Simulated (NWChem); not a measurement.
All runs are NWChem calculations. System: silanone (H2OSi), charge 0, spin multiplicity 1, at a geometry optimised with PBE/def2-SVP. Level: TPSS/def2-TZVP.

Part of the output:

```
             Northwest Computational Chemistry Package (NWChem) 7.3.0
             --------------------------------------------------------

                                NWChem Input Module
                                -------------------

 Scaling coordinates for geometry "geometry" by  1.889725989
 (inverse scale =  0.529177249)

 Turning off AUTOSYM since
 SYMMETRY directive was detected!

                             Geometry "geometry" -> ""
                             -------------------------

 Output coordinates in angstroms (scale by  1.889725989 to convert to a.u.)

  No.       Tag          Charge          X              Y              Z
 ---- ---------------- ---------- -------------- -------------- --------------
    1 Si                  14.0000     0.00000000     0.00000000    -0.44716600
    2 O                    8.0000     0.00000000     0.00000000     1.10523900
    3 H                    1.0000    -1.24802900     0.00000000    -1.29079000
    4 H                    1.0000     1.24802900     0.00000000    -1.29079000

 Effective nuclear repulsion energy (a.u.)      51.3600516648

            Nuclear Dipole moment (a.u.)
            ----------------------------
        X                 Y               Z
 ---------------- ---------------- ----------------
     0.0000000000     0.0000000000     0.0000151178

      Symmetry information
      --------------------

 Group name             C2v
 Group number             16
 Group order               4
 No. of unique centers     3

      Symmetry unique atoms

     1    2    3


 Summary of "ao basis" -> "" (spherical)
 ------------------------------------------------------------------------------
       Tag                 Description            Shells   Functions and Types
 ---------------- ------------------------------  ------  ---------------------
 *                         def2-tzvp                  on all atoms

                                 NWChem DFT Module
                                 -----------------

 Summary of "ao basis" -> "ao basis" (spherical)
 ------------------------------------------------------------------------------
       Tag                 Description            Shells   Functions and Types
 ---------------- ------------------------------  ------  ---------------------
 Si                        def2-tzvp                13       37   5s5p2d1f
 O                         def2-tzvp                11       31   5s3p2d1f
[...]
 Vector   11  Occ=2.000000D+00  E=-2.849989D-01  Symmetry=b2
              MO Center= -5.6D-16, -1.1D-15,  7.6D-01, r^2= 1.2D+00
   Bfn.  Coefficient  Atom+Function         Bfn.  Coefficient  Atom+Function
  ----- ------------  ---------------      ----- ------------  ---------------
    44      0.399546  2 O  py                47      0.332042  2 O  py
    16      0.253923  1 Si py                50      0.209401  2 O  py
    19      0.119623  1 Si py                 7     -0.093919  1 Si py
    13      0.090746  1 Si py                22      0.058534  1 Si d -1
    10     -0.045456  1 Si py                27      0.042947  1 Si d -1

 Vector   12  Occ=2.000000D+00  E=-2.498587D-01  Symmetry=b1
              MO Center= -1.2D-15, -1.6D-16,  7.2D-01, r^2= 1.5D+00
   Bfn.  Coefficient  Atom+Function         Bfn.  Coefficient  Atom+Function
  ----- ------------  ---------------      ----- ------------  ---------------
    43      0.430491  2 O  px                46      0.357192  2 O  px
    49      0.237950  2 O  px                71      0.140984  3 H  s
    77     -0.140984  4 H  s                 24     -0.107558  1 Si d  1
    70      0.102247  3 H  s                 76     -0.102247  4 H  s
    18      0.087853  1 Si px                29     -0.085346  1 Si d  1

 Vector   13  Occ=0.000000D+00  E=-1.117672D-01  Symmetry=b2
              MO Center=  4.5D-16, -3.3D-14, -4.4D-01, r^2= 2.8D+00
   Bfn.  Coefficient  Atom+Function         Bfn.  Coefficient  Atom+Function
  ----- ------------  ---------------      ----- ------------  ---------------
    16      0.474751  1 Si py                19      0.468027  1 Si py
    44     -0.244930  2 O  py                50     -0.215330  2 O  py
    47     -0.190732  2 O  py                 7     -0.144006  1 Si py
    27     -0.137668  1 Si d -1              13      0.136394  1 Si py
    22     -0.069071  1 Si d -1              10     -0.066134  1 Si py

 Vector   14  Occ=0.000000D+00  E=-3.776185D-02  Symmetry=a1
              MO Center= -1.3D-14, -4.6D-15, -5.6D-01, r^2= 3.5D+00
   Bfn.  Coefficient  Atom+Function         Bfn.  Coefficient  Atom+Function
  ----- ------------  ---------------      ----- ------------  ---------------
     5      1.354320  1 Si s                 71     -0.542457  3 H  s
    77     -0.542457  4 H  s                 42     -0.474127  2 O  s
     4      0.356321  1 Si s                 20      0.272640  1 Si pz
     3     -0.221117  1 Si s                 51      0.218969  2 O  pz
    45      0.182773  2 O  pz                70     -0.156959  3 H  s

 Vector   15  Occ=0.000000D+00  E= 1.345454D-02  Symmetry=a1
              MO Center= -2.5D-14,  1.9D-14, -8.6D-01, r^2= 4.1D+00
   Bfn.  Coefficient  Atom+Function         Bfn.  Coefficient  Atom+Function
  ----- ------------  ---------------      ----- ------------  ---------------
     5      1.187839  1 Si s                 20     -1.176879  1 Si pz
    71     -0.999744  3 H  s                 77     -0.999744  4 H  s
    28      0.258503  1 Si d  0              42      0.209803  2 O  s
    17     -0.176600  1 Si pz                 4      0.122552  1 Si s
    30     -0.111753  1 Si d  2              25     -0.104099  1 Si d  2

 center of mass
 --------------
 x =   0.00000000 y =   0.00000000 z =   0.10544604

 moments of inertia (a.u.)
 ------------------
         101.232514583288           0.000000000000           0.000000000000
           0.000000000000         112.443973980413           0.000000000000
           0.000000000000           0.000000000000          11.211459397125

     Multipole analysis of the density
     ---------------------------------

     L   x y z        total         alpha         beta         nuclear
     -   - - -        -----         -----         ----         -------
     0   0 0 0     -0.000000    -12.000000    -12.000000     24.000000

     1   1 0 0     -0.000000     -0.000000     -0.000000      0.000000
     1   0 1 0     -0.000000     -0.000000     -0.000000      0.000000
     1   0 0 1     -1.378665     -0.689340     -0.689340      0.000015

     2   2 0 0    -14.341196    -12.732803    -12.732803     11.124411
     2   1 1 0     -0.000000     -0.000000     -0.000000      0.000000
     2   1 0 1     -0.000000     -0.000000     -0.000000      0.000000
     2   0 2 0    -12.708061     -6.354030     -6.354030      0.000000
     2   0 1 1     -0.000000     -0.000000     -0.000000      0.000000
     2   0 0 2    -16.262241    -36.528416    -36.528416     56.794591

 Task  times  cpu:        1.7s     wall:        1.7s

 Total times  cpu:        1.7s     wall:        1.7s
```

Task: Write an NWChem input that would produce this output.

Result: One answer among several that fit: 
```
start mol
memory heap 200 mb stack 900 mb global 1100 mb
geometry units angstroms nocenter noautoz
  Si     0.000000     0.000000    -0.447166
  O      0.000000     0.000000     1.105239
  H     -1.248029     0.000000    -1.290790
  H      1.248029     0.000000    -1.290790
  symmetry group C2v
end
basis spherical
  * library def2-tzvp
end
dft
  xc xtpss03 ctpss03
  semidirect memsize 60000000 filesize 0
  iterations 100
  grid fine
end
task dft energy
```
